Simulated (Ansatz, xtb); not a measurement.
**C4H3F3N2: which of two isomers lies lower**

Structure a: `FC(F)(F)c1cc[nH]n1`, a singlet. Structure b: `FC(F)(F)c1cn[nH]c1`, a singlet. Both are isolated molecules in the gas phase, relaxed with B3LYP/def2-SVP.

a (Å):

```xyz
12

C    -1.7010    0.9105   -1.2728
C    -1.4517   -0.4039   -0.5925
C    -0.8755   -0.6193    0.6835
C    -0.8831   -1.9957    0.8231
F    -1.2570    1.9223   -0.5031
F    -1.0725    0.9955   -2.4554
F    -3.0068    1.1216   -1.5025
N    -1.4347   -2.4881   -0.3188
N    -1.7865   -1.5433   -1.1900
H    -0.5120    0.1234    1.3877
H    -0.5458   -2.6453    1.6278
H    -1.5939   -3.4609   -0.5558
```

b (Å):

```xyz
12

C    -2.8859   -0.6611    0.3394
C    -1.4347   -0.9730    0.4600
C    -0.7701   -2.1903    0.1548
C    -0.4311   -0.1233    0.8954
F    -3.6446   -1.5059    1.0630
F    -3.1529    0.5883    0.7660
F    -3.3194   -0.7523   -0.9324
N     0.5326   -2.0966    0.3835
N     0.7135   -0.8440    0.8285
H    -1.1998   -3.1190   -0.2192
H     1.6473   -0.5355    1.0740
H    -0.4603    0.9089    1.2361
```

Quicker runs give these differences E(b) − E(a): GFN2-xTB −1.57 kcal/mol; HF/STO-3G −0.51 kcal/mol (at GFN2-xTB geometries); r2SCAN-D4/def2-SVP −0.22 kcal/mol (at GFN2-xTB geometries).

**Question.** Estimate E(b) − E(a) at the level CCSD(T)/def2-SVP + ΔMP2/def2-TZVPP.

**Answer.** Too close to call at this level: CCSD(T)/def2-SVP + ΔMP2/def2-TZVPP gives E(b) − E(a) = −0.94 kcal/mol.

How the difference moves with the method:

| level | geometry | E(b) − E(a) (kcal/mol) | departure from the last row (kcal/mol) | job, with rough time for the two |
| --- | --- | --- | --- | --- |
| GFN2-xTB | GFN2-xTB | −1.57 | −0.64 | optimisation, 0.61 s |
| HF/STO-3G | GFN2-xTB | −0.51 | +0.43 | single point, 3.8 s |
| r2SCAN-D4/def2-SVP | GFN2-xTB | −0.22 | +0.72 | single point, 13 s |
| B3LYP/def2-SVP | B3LYP/def2-SVP | −0.63 | +0.31 | optimisation, 9.9 min |
| HF/def2-SVP | B3LYP/def2-SVP | −1.59 | −0.65 | part of the CCSD(T) run |
| MP2/def2-SVP | B3LYP/def2-SVP | −0.19 | +0.75 | part of the CCSD(T) run |
| CCSD(T)/def2-SVP | B3LYP/def2-SVP | −0.80 | +0.14 | single point |
| CCSD(T)/def2-SVP + ΔMP2/def2-TZVPP | B3LYP/def2-SVP | −0.94 |  | single point, 5.3 min |

As drawn, both hold the same kinds of bond in the same numbers.

The largest departure from CCSD(T)/def2-SVP + ΔMP2/def2-TZVPP is that of MP2/def2-SVP, 0.75 kcal/mol. A small imaginary or near-zero mode remains, so no thermal terms are given. The last row adds to CCSD(T) the change of the MP2 difference between the two basis sets, here −0.14 kcal/mol.

The correlated steps freeze 9 core orbitals. Codes used: Ansatz 0.2.0, xtb 6.7.1; the last row on 2 threads of Intel(R) Xeon(R) Processor @ 2.50GHz (Skylake/Cascade Lake) on a shared host.
